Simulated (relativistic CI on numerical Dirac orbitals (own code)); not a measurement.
**Mn⁴⁺ (3d3) in a crystal field**

Calculated by Dirac-Coulomb-Breit CI, orbitals from a KLI potential per configuration, model QED (radiative potential, 1s self-energy scaled to tabulated hydrogen-like ionisation energies), valence Slater integrals scaled by 0.7, one configuration in a parametric crystal field (own radial code).

Field parameters in Wybourne normalisation: Oh B⁴₀ = 21Dq, B⁴₄ = √(5/14) B⁴₀. The field is a parameter set, without covalency.

S is read from ⟨S²⟩ = S(S + 1).

Site symmetry Oh; labels are those of the double group. Computed levels in cm⁻¹ above the lowest, in rising order:

| Δ (size of 10Dq) | Lowest | No. 2 | No. 3 | No. 4 | No. 5 | No. 6 | No. 7 | No. 8 |
| --- | --- | --- | --- | --- | --- | --- | --- | --- |
| 5000 | Γ8 | 4886 Γ7 | 4973 Γ8 | 5072 Γ8 | 5142 Γ6 | 8432 Γ7 | 8490 Γ8 | 8902 Γ8 |
| 9000 | Γ8 | 8869 Γ7 | 8951 Γ8 | 9063 Γ8 | 9120 Γ6 | 14670 Γ7 | 14705 Γ8 | 15014 Γ8 |
| 13000 | Γ8 | 12861 Γ7 | 12932 Γ8 | 13036 Γ8 | 13104 Γ6 | 16853 Γ8 | 17604 Γ8 | 17837 Γ6 |
| 17000 | Γ8 | 16529 Γ8 | 16856 Γ7 | 16947 Γ8 | 17026 Γ6 | 17460 Γ8 | 17904 Γ8 | 18088 Γ6 |
| 21000 | Γ8 | 17085 Γ8 | 17940 Γ8 | 18082 Γ6 | 20852 Γ7 | 20942 Γ8 | 21145 Γ6 | 21160 Γ8 |
| 25000 | Γ8 | 17241 Γ8 | 18050 Γ8 | 18183 Γ6 | 24841 Γ7 | 24908 Γ8 | 25126 Γ6 | 25126 Γ8 |
| 29000 | Γ8 | 17359 Γ8 | 18131 Γ8 | 18252 Γ6 | 26963 Γ8 | 27166 Γ7 | 28869 Γ7 | 28978 Γ8 |
| 33000 | Γ8 | 17456 Γ8 | 18194 Γ8 | 18306 Γ6 | 27405 Γ8 | 27587 Γ7 | 32858 Γ7 | 32955 Γ8 |
| 37000 | Γ8 | 17540 Γ8 | 18245 Γ8 | 18349 Γ6 | 27759 Γ8 | 27928 Γ7 | 36855 Γ7 | 36949 Γ8 |
| 41000 | Γ8 | 17613 Γ8 | 18287 Γ8 | 18384 Γ6 | 28057 Γ8 | 28214 Γ7 | 40853 Γ7 | 40946 Γ8 |

Ground-state S against |10Dq| in cm⁻¹: 5000: 1.50, 9000: 1.50, 13000: 1.50, 17000: 1.50, 21000: 1.50, 25000: 1.50, 29000: 1.50, 33000: 1.50, 37000: 1.50, 41000: 1.50.

No abrupt spin change occurs in this range.
